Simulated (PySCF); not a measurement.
**TDDFT excited states: Cl4H6P2Sn**

Species: trans-Sn(PH3)2Cl4.
SMILES: `[PH3]->[Sn](<-[PH3])([Cl])([Cl])([Cl])[Cl]`

Level of theory: PySCF, TDDFT PBE0/def2-SVPD, vertical, gas phase, core orbitals frozen in the response, def2 core potentials past Kr. Isolated species at its PBE0-D3(BJ)/def2-SVP geometry, gas phase. Spin–orbit coupling is left out.

Predict the UV-vis stick spectrum at this level.

```
state  λ (nm)  E (eV)       f  main configurations (H = HOMO, L = LUMO)
   S1   326.9    3.79  0.0000                                H→L (100%)
   S2   280.1    4.43   0.030              H-3/H-2→L (53%), H-1→L (46%)
   S3   279.9    4.43   0.023                          H-3/H-2→L (≥96%)
   S4   278.3    4.45   0.069              H-1→L (51%), H-3/H-2→L (47%)
   S5   273.1    4.54  0.0001                               H-4→L (99%)
   S6   259.8    4.77  0.0000                  H-6→L (88%), H-8→L (10%)
   S7   259.2    4.78  0.0003                               H-7→L (98%)
   S8   236.1    5.25  0.0002                               H-5→L (94%)
   S9   233.1    5.32  0.0000                               H-9→L (99%)
```

Triplets (Tamm–Dancoff): T1 3.55 eV, H→L (98%); T2 4.09 eV, H-1→L (69%), H-3/H-2→L (≥27%); T3 4.10 eV, H-3/H-2→L (≥94%).

The lowest singlet lies at 3.79 eV (327 nm, ultraviolet) and is dark (f under 0.0005); its leading configuration is HOMO→LUMO (100%). The strongest level in the table is S4 at 4.45 eV (278 nm, f = 0.069). S2/S3 lie within about 0.01 eV of each other. Löwdin shares by element: HOMO chlorine 100%; LUMO chlorine 40% or more, tin 24% (atoms not listed hold the other 36%). The listed states span 1.53 eV, and the widest gap between neighbours is 0.63 eV (S1 to S2). Weighted by f, the mean energy of these states is 4.45 eV. Orbital energies (eV): HOMO-3 -8.43, HOMO-2 -8.42, HOMO-1 -8.39, HOMO -7.85, LUMO -2.81, LUMO+1 -0.55, LUMO+2 -0.51. The vertical ionisation energy (ΔSCF) is 9.47 eV, 4.15 eV above S9. Orbitals of the list HOMO-3 to LUMO+2 that lie within 0.01 eV of each other are written together with a slash and their weights summed (≥ marks a lower bound); for degenerate orbitals outside that list single weights are arbitrary. The window holds the lowest 10 singlets. The highest level found (5.36 eV, f 0.0003 so far) is left out, since the window may have cut off a degenerate partner.

Hardware: an Arm Neoverse V2 with one thread (shared host). Cost: 4.3 min (grids of density and orbitals included), 1.3 GiB resident at most.
